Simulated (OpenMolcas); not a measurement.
V4+ (d1) in a complex was computed by CASSCF with the d shell active (OpenMolcas, ANO-RCC-VTZP on the metal). Its lowest spin-free states, and all those of the highest spin:

```json
{"2S+1": "2", "Degeneracy": "2", "E (cm-1)": "0.0"}
{"2S+1": "2", "Degeneracy": "3", "E (cm-1)": "7699"}
```

Problem. Is the site octahedral, tetrahedral or cube-like, axial, or of lower symmetry?

Solution. The states with 2S+1 = 2 have orbital degeneracies 2, 3. Threefold states need a cubic site. For d1 at this spin an octahedron puts the threefold T2 below the twofold E and a tetrahedron or cube puts the twofold E below the threefold T2, so the site is a tetrahedron or a cube, which this pattern cannot tell apart. The first gap at this spin, 7700 cm-1, is |10Dq| in ligand-field theory. The run had V4+ with 4 ligands (chloride) in tetrahedral coordination (Td) at 2.21 Å. Ligand basis ANO-RCC-VDZP.

An orbital doublet at a regular site is open to a Jahn-Teller distortion, which this geometry leaves out. The least metal-like active orbital is 79 % on the metal (Löwdin) and no ligand orbital is active, so the numbers are rough. Ligand-to-metal charge-transfer states are missing. With metal d orbitals alone and no dynamic correlation the field as a rule comes out too small, by tens of per cent, by up to half for chloride and softer ligands. No measured value stands beside these numbers; the geometry is a model, was not optimised and need not be the one that this ion takes.
